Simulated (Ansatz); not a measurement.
`C[BH][SbH2]` and `C[BH][GeH3]` differ in one atom or group.

Ansatz, PBE0-D4/def2-TZVP geometries, multiplicity 1. 

Elements past krypton have def2 core potentials. Scalar relativity is left out up to krypton.

```
                             property  `C[BH][SbH2]`
  HOMO–LUMO gap (PBE/def2-TZVPP) / eV           3.28
   LUMO energy (PBE0/def2-TZVPP) / eV          -1.62
  HOMO energy (B3LYP/def2-TZVPP) / eV          -6.63
  LUMO energy (B3LYP/def2-TZVPP) / eV          -1.81
LUMO energy (ωB97M-V/def2-TZVPP) / eV           0.31
HOMO–LUMO gap (B3LYP/def2-TZVPP) / eV           4.83
```

Question: What does the change do to each property? (Estimate.)

Answer: The calculation gave: 
```tsv
property	`C[BH][GeH3]`	shift
HOMO–LUMO gap (PBE/def2-TZVPP) / eV	3.93	0.65
LUMO energy (PBE0/def2-TZVPP) / eV	-1.76	-0.14
HOMO energy (B3LYP/def2-TZVPP) / eV	-7.66	-1.03
LUMO energy (B3LYP/def2-TZVPP) / eV	-1.96	-0.15
LUMO energy (ωB97M-V/def2-TZVPP) / eV	0.20	-0.11
HOMO–LUMO gap (B3LYP/def2-TZVPP) / eV	5.70	0.87
```

With PBE0 the HOMO falls by 1.04 eV and the LUMO falls by 0.14 eV, so the gap widens by about 0.90 eV. PBE moves the HOMO by -0.83 eV and ωB97M-V by -1.15 eV. The zero-point energy changes by 24.0 kJ/mol with +3 modes.

B3LYP here is the variant with VWN-RPA as its local correlation; programs differ in this.

Spin–orbit coupling is left out; it splits and shifts lone-pair levels of the heavy atoms by tenths of an eV.
